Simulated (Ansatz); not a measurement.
The same path of ClH3O2Sn + H4Si (12 atoms, charge 0, multiplicity 1) was run 3 times with different band settings. Lost on the way: Sn1–Cl2, Si8–H12. Made: Sn1–Si8, Cl2–H12.

Computed with Ansatz, RKS BHLYP-D4/def2-SVP.

Relaxed end points:

```xyz
12
Properties=species:S:1:pos:R:3
Sn -0.496 -0.313 0.070
Cl -0.374 -0.664 2.381
O 1.244 0.320 -0.567
H 1.903 -0.363 -0.687
H -1.690 0.794 -0.357
O -0.753 -2.092 -0.701
H -0.817 -2.798 -0.059
Si 1.881 2.628 1.258
H 2.508 1.418 1.826
H 2.493 2.997 -0.034
H 2.067 3.750 2.211
H 0.421 2.427 1.099
```

```xyz
12
Properties=species:S:1:pos:R:3
Sn 0.371 0.641 -0.322
Cl -0.620 0.511 3.190
O 1.534 0.016 -1.790
H 1.128 -0.541 -2.450
H -1.149 1.041 -0.995
O 0.023 -1.003 0.795
H -0.490 -1.713 0.414
Si 1.789 2.178 1.155
H 2.496 1.336 2.137
H 2.756 2.850 0.259
H 0.919 3.179 1.800
H -0.369 -0.393 2.248
```

Common settings: movable images 7; climbing image yes; spring 5.0 eV/Å²; optimiser quadratic models (default); start path through a guess of the saddle point; iteration limit 60; end points relaxed.

| run | force threshold |
| --- | --- |
| 1 | 0.05 eV/Å |
| 2 | 0.5 eV/Å |
| 3 | 0.2 eV/Å |

Task: What does each run give, and how far can it be trusted?

Result: Run 1: converged after 34 iterations, highest image 2.360 eV above the first end. A structure lower than the last end lies on the path between it and the top, so the climb from that side starts below the end, which may itself be a saddle point or a shallow side well. Neighbouring images differ by up to 1.5 eV, so the band resolves the path poorly. A vibrational analysis at the climbing image gives one clearly imaginary mode, 1213i cm⁻¹: a first-order saddle point.
Run 2: converged after 15 iterations, highest image 2.458 eV above the first end. The threshold of 0.5 eV/Å is loose, so the images may lie well off the minimum-energy path. Neighbouring images differ by up to 1.6 eV, so the band resolves the path poorly. The order of the point at the top wasn't checked.
Run 3: converged after 17 iterations, highest image 2.498 eV above the first end. The threshold of 0.2 eV/Å is loose, so the images may lie well off the minimum-energy path. Neighbouring images differ by up to 1.6 eV, so the band resolves the path poorly. The order of the point at the top wasn't checked.
The orbitals stay closed-shell, which can raise the energy where a bond breaks towards radicals; this wasn't checked here.
